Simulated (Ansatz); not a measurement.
Geometry optimisation, RKS CAM-B3LYP-D4/def2-SVP in Ansatz.

Input:

```yaml
crystal:
  periodic: [false, false, false]
  atoms:
    - { symbol: B, position_ang: [0.0135, 0.8299, -0.8005] }
    - { symbol: C, position_ang: [0.416, -0.1266, 0.3545] }
    - { symbol: O, position_ang: [0.4482, -1.4462, -0.1282] }
    - { symbol: O, position_ang: [-0.3663, -0.0179, 1.4603] }
    - { symbol: F, position_ang: [1.689, 0.2455, 0.7394] }
    - { symbol: H, position_ang: [-0.9998, 1.5614, -0.6873] }
    - { symbol: H, position_ang: [0.6225, 0.9451, -1.805] }
    - { symbol: H, position_ang: [-0.3993, -1.7092, -0.3761] }
    - { symbol: H, position_ang: [-1.3353, -0.3286, 1.2259] }
basis:
  gaussian: { orbitals: def2-SVP }
hamiltonian:
  xc: cam_b3lyp
  dispersion: d4
relax:
  f_tol: 0.02
  max_steps: 50
```

Run as:

```bash
$ ansatz run input.yaml --threads 2 --pin off --max-ram 3072MiB --backend cpu --events-out ev --progress --plain --runs-dir out
```

Q: Where does it end, and by what steps?

A: The run converged. After 22 steps the energy has fallen by 0.844 eV; H6 moved furthest, 0.85 Å. Joined: B1–O3 (2.41 → 1.71 Å).

```json
{"step": "0", "energy less start (eV)": "0.0000", "largest force component (eV/Å)": "3.060", "accepted": "yes"}
{"step": "1", "energy less start (eV)": "-0.3364", "largest force component (eV/Å)": "1.288", "accepted": "yes"}
{"step": "2", "energy less start (eV)": "-0.4001", "largest force component (eV/Å)": "0.449", "accepted": "yes"}
{"step": "3", "energy less start (eV)": "-0.4758", "largest force component (eV/Å)": "0.508", "accepted": "yes"}
{"step": "4", "energy less start (eV)": "-0.4488", "largest force component (eV/Å)": "2.409", "accepted": "no"}
{"step": "5", "energy less start (eV)": "-0.5439", "largest force component (eV/Å)": "0.365", "accepted": "yes"}
{"step": "6", "energy less start (eV)": "-0.6098", "largest force component (eV/Å)": "0.841", "accepted": "yes"}
{"step": "7", "energy less start (eV)": "-0.7122", "largest force component (eV/Å)": "0.405", "accepted": "yes"}
{"step": "8", "energy less start (eV)": "-0.7119", "largest force component (eV/Å)": "0.944", "accepted": "no"}
{"step": "9", "energy less start (eV)": "-0.7494", "largest force component (eV/Å)": "0.216", "accepted": "yes"}
{"step": "10", "energy less start (eV)": "-0.7732", "largest force component (eV/Å)": "0.210", "accepted": "yes"}
{"step": "11", "energy less start (eV)": "-0.7906", "largest force component (eV/Å)": "0.603", "accepted": "yes"}
{"step": "12", "energy less start (eV)": "-0.8040", "largest force component (eV/Å)": "0.486", "accepted": "yes"}
{"step": "13", "energy less start (eV)": "-0.8217", "largest force component (eV/Å)": "0.250", "accepted": "yes"}
{"step": "14", "energy less start (eV)": "-0.8372", "largest force component (eV/Å)": "0.235", "accepted": "yes"}
{"step": "15", "energy less start (eV)": "-0.8408", "largest force component (eV/Å)": "0.124", "accepted": "yes"}
{"step": "16", "energy less start (eV)": "-0.8424", "largest force component (eV/Å)": "0.042", "accepted": "yes"}
{"step": "17", "energy less start (eV)": "-0.8429", "largest force component (eV/Å)": "0.029", "accepted": "yes"}
{"step": "18", "energy less start (eV)": "-0.8434", "largest force component (eV/Å)": "0.049", "accepted": "yes"}
{"step": "19", "energy less start (eV)": "-0.8437", "largest force component (eV/Å)": "0.058", "accepted": "yes"}
{"step": "20", "energy less start (eV)": "-0.7826", "largest force component (eV/Å)": "1.539", "accepted": "no"}
{"step": "21", "energy less start (eV)": "-0.8439", "largest force component (eV/Å)": "0.030", "accepted": "yes"}
{"step": "22", "energy less start (eV)": "-0.8440", "largest force component (eV/Å)": "0.019", "accepted": "yes"}
```

```xyz
9
Properties=species:S:1:pos:R:3
B -0.020 0.638 -0.847
C 0.436 0.000 0.488
O 0.339 -1.017 -0.602
O -0.386 -0.333 1.510
F 1.700 -0.007 0.903
H -1.207 0.798 -1.002
H 0.787 1.122 -1.588
H -0.451 -1.553 -0.426
H -1.108 0.306 1.547
```

Run time: 36 s on 2 threads of AMD EPYC 7R13 Processor (Zen 3) (shared host), peak memory 0.21 GiB.
